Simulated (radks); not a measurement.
Se II, 33 electrons, occupied as [Ar] 3d10 4s1.5 4p3.5 (fractional occupations, a model configuration). Calculated with a radial shooting solver on a logarithmic mesh with Libxc functionals: Dirac Kohn-Sham, BLYP, spin-unpolarised, spherical densities, finite nucleus; open shells are shared between the two j in proportion to 2j + 1; Fermi nuclear charge, rms radius 4.14 fm.

Normalised radial functions P(r) = r R(r) (large component), r in bohr:

```
   r/bohr * 3p1/2, o 3d3/2, + 4p1/2 (the largest magnitude, 1.42, reaches the edge; | marks zero, & curves that meet)
 0.001689                             &
 0.002217                             &
 0.002887                             &
  0.00379                             &
 0.004974                             &
 0.006477                             &
 0.008502                             &*
  0.01116                             &*
  0.01453                             & *
  0.01907                             o+ *
  0.02503                             o+  *
   0.0326                             o +   *
  0.04279                             |o+     *
  0.05616                             |o +       *
  0.07313                             | o +        *
  0.09599                             |   &          *
    0.126                             |   +  o     *
   0.1641                             | +      *o
   0.2153                            &|              o
   0.2827                 *       +   |                   o
   0.3681       *               +     |                      o
   0.4831  *                    +     |                       o
   0.6341     *                    +  |                    o
   0.8323             *               |  +            o
    1.084                     *       |        + o
    1.423                          *  |     o       +
    1.867                            *| o           +
    2.431                             *o          +
    3.192                             &      +
    4.189                             &  +
    5.455                             &+
     7.16                             &
```

3p1/2: eigenvalue -167.96 eV, 1 radial node at r = 0.212 bohr, <r> = 0.582 bohr, 90 % of the charge inside 0.892 bohr. 3d3/2: eigenvalue -64.789 eV, 0 radial nodes, <r> = 0.627 bohr, 90 % of the charge inside 1.04 bohr. 4p1/2: eigenvalue -15.922 eV, 2 radial nodes at r = 0.205, 0.728 bohr, <r> = 2.08 bohr, 90 % of the charge inside 3.17 bohr.
